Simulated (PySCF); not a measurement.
## SMILES CSc1ncco1, C$_{4}$H$_{5}$NOS

Geometry:
| atom | x (Å) | y (Å) | z (Å) |
| --- | --- | --- | --- |
| C1 | 2.585 | 0.361 | -0.166 |
| S2 | 1.699 | -1.129 | 0.351 |
| C3 | 0.079 | -0.478 | 0.324 |
| N4 | -0.314 | 0.709 | 0.001 |
| C5 | -1.688 | 0.667 | 0.156 |
| C6 | -2.050 | -0.569 | 0.572 |
| O7 | -0.911 | -1.312 | 0.684 |
| H8 | 3.649 | 0.083 | -0.212 |
| H9 | 2.438 | 1.172 | 0.562 |
| H10 | 2.239 | 0.694 | -1.155 |
| H11 | -2.316 | 1.534 | -0.045 |
| H12 | -2.986 | -1.061 | 0.818 |

The calculation used UKS CAM-B3LYP/def2-SV(P) four-point reorganisation energy, gas phase (PySCF 2.14.0). Geometry: CAM-B3LYP/def2-SV(P).

(1) What is the inner reorganisation energy for hole transfer, with the ionisation energy?

Results:

(1) λ = 0.199 (surface of the oxidised species) + 0.227 (surface of the starting species) = 0.426 eV. The ionisation energy is 8.43 eV vertical and 8.23 eV adiabatic without zero-point energy; at the relaxed geometry of the oxidised species the two energies differ by 8.00 eV. Largest bond changes: S2–C3 1.745 → 1.681 Å, C5–C6 1.353 → 1.406 Å, N4–C5 1.384 → 1.331 Å, C6–O7 1.365 → 1.327 Å, C3–N4 1.291 → 1.326 Å. ⟨S²⟩ of the relaxed oxidised species 0.771.
